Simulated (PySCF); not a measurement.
B$_{2}$O$_{2}$, charge +1, doublet, geometry from GFN2-xTB (a state made from the parent by changing its charge; the spin is typed, not shown lowest); CCSD(T)/STO-3G run with PySCF.

The PySCF input:
```python
from pyscf import gto, scf, cc

mol = gto.M(
    atom='''
O    -0.00000000   -0.00000000   -2.00248556
B    -0.00000000   -0.00000000   -0.83812989
B     0.00000000    0.00000000    0.83812989
O     0.00000000    0.00000000    2.00248556
''',
    basis='sto-3g',
    charge=1,
    spin=1,
    verbose=4,
)

mf = scf.UHF(mol)
mf.kernel()

mycc = cc.CCSD(mf, frozen=4)
mycc.kernel()
et = mycc.ccsd_t()
print('E(CCSD(T)) = %.10f' % (mycc.e_tot + et))
```

### Question
Write the output that PySCF gives for this input, abridged.

### Answer

```
PySCF version 2.14.0

[INPUT] verbose = 4
[INPUT] num. atoms = 4
[INPUT] num. electrons = 25
[INPUT] charge = 1
[INPUT] spin (= nelec alpha-beta = 2S) = 1
[INPUT] symmetry False subgroup None
[INPUT] Mole.unit = angstrom
[INPUT] Symbol           X                Y                Z      unit          X                Y                Z       unit  Magmom
[INPUT]  1 O      0.000000000000   0.000000000000  -2.002485560000 AA    0.000000000000   0.000000000000  -3.784149276796 Bohr   0.0
[INPUT]  2 B      0.000000000000   0.000000000000  -0.838129890000 AA    0.000000000000   0.000000000000  -1.583835948912 Bohr   0.0
[INPUT]  3 B      0.000000000000   0.000000000000   0.838129890000 AA    0.000000000000   0.000000000000   1.583835948912 Bohr   0.0
[INPUT]  4 O      0.000000000000   0.000000000000   2.002485560000 AA    0.000000000000   0.000000000000   3.784149276796 Bohr   0.0

nuclear repulsion = 67.6101863457129
number of shells = 12
number of NR pGTOs = 60
number of NR cGTOs = 20
basis = sto-3g
ecp = {}

******** <class 'pyscf.scf.uhf.UHF'> ********
method = UHF
initial guess = minao
damping factor = 0
level_shift factor = 0
DIIS = <class 'pyscf.scf.diis.CDIIS'>
diis_start_cycle = 1
diis_space = 8
diis_damp = 0
SCF conv_tol = 1e-09
SCF conv_tol_grad = None
SCF max_cycles = 50
direct_scf = True
direct_scf_tol = 1e-13
number electrons alpha = 13  beta = 12
Set gradient conv threshold to 3.16228e-05
init E= -196.996744796781

cycle= 1 E= -195.71304059477  delta_E= 1.28  |g|= 0.663  |ddm|= 2.18
cycle= 2 E= -195.642831570136  delta_E= 0.0702  |g|= 0.897  |ddm|= 1.52
cycle= 3 E= -196.037468471926  delta_E= -0.395  |g|= 0.0686  |ddm|= 0.762
cycle= 4 E= -196.043314452491  delta_E= -0.00585  |g|= 0.026  |ddm|= 0.139
cycle= 5 E= -196.045551457897  delta_E= -0.00224  |g|= 0.022  |ddm|= 0.0754
cycle= 6 E= -196.048851141738  delta_E= -0.0033  |g|= 0.00903  |ddm|= 0.178
cycle= 7 E= -196.049124473223  delta_E= -0.000273  |g|= 0.00505  |ddm|= 0.0362
cycle= 8 E= -196.04924029415  delta_E= -0.000116  |g|= 0.00336  |ddm|= 0.0439
cycle= 9 E= -196.049278138813  delta_E= -3.78e-05  |g|= 0.00257  |ddm|= 0.0309
cycle= 10 E= -196.049296697399  delta_E= -1.86e-05  |g|= 0.000828  |ddm|= 0.0223
cycle= 11 E= -196.049299785377  delta_E= -3.09e-06  |g|= 0.000217  |ddm|= 0.0078
cycle= 12 E= -196.049300002842  delta_E= -2.17e-07  |g|= 4.19e-05  |ddm|= 0.00201
cycle= 13 E= -196.049300011076  delta_E= -8.23e-09  |g|= 3.73e-06  |ddm|= 0.000346
cycle= 14 E= -196.04930001114  delta_E= -6.34e-11  |g|= 3.2e-07  |ddm|= 3.15e-05
Extra cycle  E= -196.04930001114  delta_E= -3.41e-13  |g|= 2.6e-07  |ddm|= 6.72e-07
converged SCF energy = -196.04930001114  <S^2> = 0.82792741  2S+1 = 2.0764657

******** <class 'pyscf.cc.uccsd.UCCSD'> ********
CC2 = 0
CCSD nocc = (np.int64(9), np.int64(8)), nmo = (16, 16)
frozen orbitals 4
max_cycle = 50
direct = 0
conv_tol = 1e-07
conv_tol_normt = 1e-06
diis_space = 6
diis_start_cycle = 0
diis_start_energy_diff = 1e+09
Init t2, MP2 energy = -0.271993875211031
Init E_corr(UCCSD) = -0.27199387521109
cycle = 1  E_corr(UCCSD) = -0.241936628664069  dE = 0.0300572465  norm(t1,t2) = 0.19837
cycle = 2  E_corr(UCCSD) = -0.273654257105334  dE = -0.0317176284  norm(t1,t2) = 0.0757582
cycle = 3  E_corr(UCCSD) = -0.269204419149612  dE = 0.00444983796  norm(t1,t2) = 0.0457674
cycle = 4  E_corr(UCCSD) = -0.274923681085524  dE = -0.00571926194  norm(t1,t2) = 0.0234641
cycle = 5  E_corr(UCCSD) = -0.276110075781907  dE = -0.0011863947  norm(t1,t2) = 0.0109493
cycle = 6  E_corr(UCCSD) = -0.276326374479709  dE = -0.000216298698  norm(t1,t2) = 0.00733528
cycle = 7  E_corr(UCCSD) = -0.276579519924148  dE = -0.000253145444  norm(t1,t2) = 0.00294524
cycle = 8  E_corr(UCCSD) = -0.276551010048042  dE = 2.85098761e-05  norm(t1,t2) = 0.00130159
cycle = 9  E_corr(UCCSD) = -0.276580652845591  dE = -2.96427975e-05  norm(t1,t2) = 0.000642452
cycle = 10  E_corr(UCCSD) = -0.276547302806064  dE = 3.33500395e-05  norm(t1,t2) = 0.000314822
cycle = 11  E_corr(UCCSD) = -0.276567725049542  dE = -2.04222435e-05  norm(t1,t2) = 0.000127411
cycle = 12  E_corr(UCCSD) = -0.27656557756474  dE = 2.1474848e-06  norm(t1,t2) = 4.60694e-05
cycle = 13  E_corr(UCCSD) = -0.276567157153059  dE = -1.57958832e-06  norm(t1,t2) = 2.19213e-05
cycle = 14  E_corr(UCCSD) = -0.276566979801202  dE = 1.77351858e-07  norm(t1,t2) = 1.10205e-05
cycle = 15  E_corr(UCCSD) = -0.27656627613006  dE = 7.03671141e-07  norm(t1,t2) = 6.47224e-06
cycle = 16  E_corr(UCCSD) = -0.27656595551979  dE = 3.20610271e-07  norm(t1,t2) = 3.37902e-06
cycle = 17  E_corr(UCCSD) = -0.276565857892727  dE = 9.76270625e-08  norm(t1,t2) = 1.81256e-06
cycle = 18  E_corr(UCCSD) = -0.27656567203479  dE = 1.85857937e-07  norm(t1,t2) = 1.02365e-06
cycle = 19  E_corr(UCCSD) = -0.276565738293279  dE = -6.62584895e-08  norm(t1,t2) = 4.6011e-07
UCCSD converged
E(UCCSD) = -196.3258657494333  E_corr = -0.2765657382932794
UCCSD(T) correction = -0.0217041094582857
E(CCSD(T)) = -196.3475698589
```
